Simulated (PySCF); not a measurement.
# How methods differ on the excitation energy of Se⁺

Se⁺ [Ar] 3d10 4s2 4p3 (4S) → Se⁺ [Ar] 3d10 4s2 4p2 4d1 (high-spin determinant), as a difference of total energies. Computed with PySCF 2.14 in aug-cc-pwCVTZ-PP with ECP10MDF (8s7p6d4f1g, 96 functions), with a scalar-relativistic core potential. Correlated levels: valence: 3s2 3p6 3d10 frozen; valence and next inner shell: nothing frozen outside the core potential. The calculations carry no spin-orbit coupling.

| method | excitation energy (eV) |
| --- | --- |
| UHF | 13.548 |
| LDA | 12.800 |
| PBE | 12.648 |
| PBE0 | 12.985 |
| r2SCAN | 13.323 |
| wB97X-V | 13.150 |
| r2SCAN0 | 13.440 |
| wB97X | 13.253 |
| HSE06 | 12.943 |
| MP2 (valence) | 13.443 |
| SCS-MP2 (valence) | 13.414 |
| MP2 (valence and next inner shell) | 13.564 |
| SCS-MP2 (valence and next inner shell) | 13.495 |

The promoted electron is Rydberg-like, and one or two diffuse shells describe it only roughly, which tends to raise the upper state.

The determinant of the upper state mixes LS terms, which raises its energy above the lowest term, most at the Hartree-Fock and MP2 levels.
